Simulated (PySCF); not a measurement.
Dy³⁵⁺: ionisation energy

Dy³⁵⁺ [Ar] 3d10 4s2 4p1 [4p1/2^1, M_J = 1/2] → Dy³⁶⁺ [Ar] 3d10 4s2, as a difference of total energies. Computed with PySCF 2.14 in an even-tempered Gaussian basis (17 s from 3.7 bohr⁻², ratio 2.8; 13 p from 4.8 bohr⁻², ratio 2.8; 8 d from 8.6 bohr⁻², ratio 2.8; 4 f from 21 bohr⁻², ratio 3), with the two-component X2C-1e Hamiltonian. Correlated levels: [Ne] frozen; the 74 highest virtual spinors dropped. "Screened" scales the spin-orbit matrix elements by Boettger's factors to mimic the two-electron term; Breit and QED terms are absent.

Problem. Order these methods by the ionisation energy they give, lowest first.
A. GMP2 (spin-free)
B. GMP2 (screened spin-orbit)
C. GHF (screened spin-orbit)
D. GHF (spin-free)

Solution. D (1477.2 eV), A (1478.0 eV), C (1514.6 eV), B (1515.3 eV).

Breit and QED terms and the two-electron picture change are absent.

The spin-free rows lack the spin-orbit shift.

For comparison: 1520 ± 5 eV (theoretical estimate listed by NIST; NIST Atomic Spectra Database, ionization energies).
